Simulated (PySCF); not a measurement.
Species: C9H9N.
Atom-mapped SMILES: `[H]/[N:1]=[CH:2]/[CH:3]=[C:4]1[CH:5]=[CH:6][CH:7]=[CH:8][CH:9]=[CH:10]1`

NICS = −σ at a ghost point: NICS(0) at the centroid of the ring atoms, NICS(1) 1 Å to either side along the normal of their mean plane, zz for the tensor component along that normal. Level: GIAO PBE0/pcSseg-1 (PySCF, non-relativistic, gas phase) on the GFN2-xTB geometry, one conformer.

Ring bond lengths (Å), with Mayer bond orders in brackets: C4–C5 1.442 (1.17), C5–C6 1.351 (1.72), C6–C7 1.428 (1.20), C7–C8 1.352 (1.68), C8–C9 1.428 (1.21), C9–C10 1.351 (1.71), C10–C4 1.444 (1.14).

What do the NICS probes read (ppm)?

```csv
ring,type,NICS(0),"NICS(1), two faces","NICS(1)zz, two faces",rms pucker (Å),"centre to ring atoms, mean (Å)"
C4–C5–C6–C7–C8–C9–C10,7-membered carbocycle; formal bonds all aromatic,6.4,1.3 / 1.3,8.3 / 8.2,0.01,1.61
```

What can be read from them?

- C4–C5–C6–C7–C8–C9–C10: mean NICS(1)zz 8.2 ppm, deshielded. That is too small in size for a clear verdict by the NICS criterion. NICS(0) lies 5 ppm above the mean NICS(1).

What does the geometric index give? HOMA takes Krygowski's 1993 parameters.

- C4–C5–C6–C7–C8–C9–C10: HOMA 0.51 = 1 − EN − GEO, with mean bond length 1.399 Å, EN = α(Ropt − mean)² = 0.034 and GEO = α × variance = 0.454.

At the first NICS(1) probe listed for ring C4–C5–C6–C7–C8–C9–C10, 1 Å off the ring, how large is the induced field along the normal in 11.7 T applied along it?

NICSzz × B0 = 8.3 ppm × 11.7 T = 97 μT, along the applied field.

List the ring angles and the Hirshfeld charges of the ring atoms.

- C4–C5–C6–C7–C8–C9–C10: C4 123.0° (+0.015 e), C5 130.5° (-0.028 e), C6 130.0° (-0.034 e), C7 128.1° (-0.035 e), C8 127.8° (-0.037 e), C9 129.7° (-0.040 e), C10 131.0° (-0.023 e); sum 900.0° against 900° for a flat convex ring.

Conformer computed: `[H]/[N:1]=[CH:2]/[CH:3]=[C:4]1[CH:5]=[CH:6][CH:7]=[CH:8][CH:9]=[CH:10]1`: N1–C2–C3–C4 1°.
